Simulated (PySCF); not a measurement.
Consider `[O]=[V-](=[O])([OH])[OH]` ([H2O4V]-). Coordinates in Å; atoms count from 1 in this order:
```
V     0.3166    0.0729    0.2107
O     0.3208    0.0443    1.8439
O     1.7856    0.4285   -0.4091
O    -0.9009    1.3624   -0.3747
H    -0.5630    1.7632   -1.1975
O    -0.2201   -1.6035   -0.4118
H    -0.7298   -2.0547    0.2871
```

Energies: B3LYP-D3(BJ)/ma-def2-SVP (PySCF, density fitting, integration grid level 2) on BP86-D3(BJ)/ma-def2-SVP structures. Zero-point and thermal terms (298.15 K, 1 bar) come from unscaled GFN2-xTB harmonic frequencies, with soft modes damped to free rotors in the entropy. These were taken at the GFN2-xTB minima.

(1) What are the vertical and the adiabatic detachment energy for forming the radical?

(2) Where does the unpaired spin of the relaxed radical sit?

(3) How far is −ε(HOMO) from the vertical value by ΔSCF?

Results:

(1) 4.95 eV vertical and 4.50 eV adiabatic, the latter with zero-point energy.

(2) O3 (oxygen) 0.74, O2 (oxygen) 0.61, V1 (V) -0.38 (intrinsic atomic orbital populations). This structure is symmetry-broken (see the note below).

(3) −ε(HOMO) = 2.72 eV, which is 2.24 eV below the ΔSCF value.

Note: ma-def2-SVP is a small basis, whose errors can reach tens of kJ/mol; spin-orbit coupling is left out of the energies, which matters for open shells on the heavier atoms; O2 and O3 are equivalent in the parent, but the relaxed radical is symmetry-broken (C2 to Cs), which is often an artefact of the method; its spin populations, distances and adiabatic value belong to that structure.

Differences come from unrounded values, so a last digit can differ from that of the printed terms.
